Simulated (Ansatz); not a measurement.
A CCSD(T) single point on C₂H₉NO₂Zr, SMILES `C[O][Zr]([CH3])([NH2])[OH]`.

```yaml
crystal:
  periodic: [false, false, false]
  atoms:
    - {symbol: C, position_ang: [-0.520233, -1.011845, 2.474571]}
    - {symbol: O, position_ang: [-0.349914, -0.402468, 1.239178]}
    - {symbol: Zr, position_ang: [-0.054878, 0.594098, -0.372069]}
    - {symbol: C, position_ang: [1.607133, -0.501366, -1.405022]}
    - {symbol: N, position_ang: [-1.679676, 0.434979, -1.595293]}
    - {symbol: O, position_ang: [0.517103, 2.434527, -0.251618]}
    - {symbol: H, position_ang: [-1.566767, -0.952843, 2.793306]}
    - {symbol: H, position_ang: [-0.236770, -2.068479, 2.422476]}
    - {symbol: H, position_ang: [0.098520, -0.528529, 3.238676]}
    - {symbol: H, position_ang: [1.348854, -1.551604, -1.580760]}
    - {symbol: H, position_ang: [1.841251, -0.053313, -2.377100]}
    - {symbol: H, position_ang: [2.523805, -0.482617, -0.802915]}
    - {symbol: H, position_ang: [-2.360375, -0.312161, -1.584446]}
    - {symbol: H, position_ang: [-1.969664, 1.121052, -2.278866]}
    - {symbol: H, position_ang: [0.801611, 3.280577, 0.079884]}
basis:
  gaussian: {orbitals: def2-SVP}
correlation: {method: ccsd_t}
```

```sh
$ ansatz run in.yaml --threads 2 --pin off --events-out ev --progress --plain --max-ram 20480MiB --backend cuda --devices 0, --max-vram 18GiB
```

Output of Ansatz, abridged:

```
Functional definition: HF
  name "HF"
  cite "Fock, Z. Phys. 61, 126 (1930) doi:10.1007/BF01340294"
  parent pbe
  exchange = exact_x
  correlation = 0
1490 factors; integrals over basis functions are off by at most 1.3e-3 eV
mean field evaluation 1: about -9015.7810 eV, gradient 6.2e1 eV
mean field evaluation 2: about -9015.9199 eV, gradient 6.2e1 eV
mean field evaluation 4: about -9023.7332 eV, gradient 4.7e0 eV
mean field evaluation 8: about -9023.8285 eV, gradient 5.6e-1 eV
mean field -9023.82958503 eV, -331.6196206786 hartree, gradient 2.0e-6 eV, S^2 0.000000; 0 other end points of the search recorded, 0 dependent functions left out
5 core orbitals not correlated: weight in the atoms' cores, before any rotation towards them, 1.000 or more for the frozen orbitals, at most 0.000 for the correlated occupied ones
reference -9023.82958503 eV, -331.6196206786 hartree; 23, 23 occupied and 118, 118 virtual orbitals, 1490 factors
second order -29.68469218 eV of doubles, -0.00000000 eV of singles
cycle   1  -29.92768098 eV  change   -2.4e-1 eV  update   1.6e-1
cycle   2  -30.69359327 eV  change   -7.7e-1 eV  update   5.6e-2
cycle   3  -30.96054113 eV  change   -2.7e-1 eV  update   3.1e-2
cycle   4  -30.95990688 eV  change    6.3e-4 eV  update   8.6e-3
cycle   5  -30.95071942 eV  change    9.2e-3 eV  update   3.4e-3
cycle   6  -30.95111695 eV  change   -4.0e-4 eV  update   1.1e-3
cycle   7  -30.95080629 eV  change    3.1e-4 eV  update   3.8e-4
cycle   8  -30.95066701 eV  change    1.4e-4 eV  update   1.4e-4
cycle   9  -30.95074116 eV  change   -7.4e-5 eV  update   5.5e-5
cycle  10  -30.95074796 eV  change   -6.8e-6 eV  update   2.1e-5
perturbative correction -0.93944978 eV, -0.0345241425 hartree
Total energy: -9055.71978277 eV, -332.7915638294 hartree
```

Hardware: 2 threads of an AMD EPYC 7R13 on a shared host and a share of an NVIDIA H100 80 GB. Wall time 3.6 s, peak host memory 0.79 GiB.

The correlation energy is -31.890 eV, 2.9 % of it from (T); the T1 diagnostic reads 0.0168.
